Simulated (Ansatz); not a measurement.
The same path of BCl2HO + ClH (7 atoms, charge 0, multiplicity 1) was run twice with different band settings. Lost on the way: H5–Cl6. Made: B1–Cl6, O2–H5.

Theory: RKS BHLYP-D4/def2-SVP in Ansatz 0.2.0.

Relaxed end points:

```xyz
7
Properties=species:S:1:pos:R:3
B -0.447 0.866 0.039
O 0.059 0.107 1.016
Cl 0.639 1.872 -0.885
Cl -2.172 0.863 -0.303
H 1.332 -1.274 -0.157
Cl 1.184 -2.018 -1.189
H -0.594 -0.415 1.480
```

```xyz
7
Properties=species:S:1:pos:R:3
B -0.100 0.296 -0.549
O 0.369 -0.161 0.960
Cl 0.718 1.859 -0.867
Cl -1.910 0.393 -0.368
H 0.862 -0.987 0.897
Cl 0.478 -1.097 -1.571
H -0.418 -0.303 1.497
```

Common settings: spring 5.0 eV/Å²; optimiser quadratic models (default); start path through a guess of the saddle point; force threshold 0.05 eV/Å; iteration limit 60; end points relaxed.

| run | movable images | climbing image |
| --- | --- | --- |
| 1 | 7 | yes |
| 2 | 4 | no |

(1) What does each run give, and how far can it be trusted?

Results:

(1) Run 1: converged after 10 iterations, highest image 1.228 eV above the first end. A vibrational analysis at the climbing image gives one clearly imaginary mode, 1250i cm⁻¹: a first-order saddle point.
Run 2: converged after 14 iterations, highest image 1.105 eV above the first end. No image climbed, so the highest image needn't sit at the top of the path.
The orbitals stay closed-shell, which can raise the energy where a bond breaks towards radicals; this wasn't checked here.
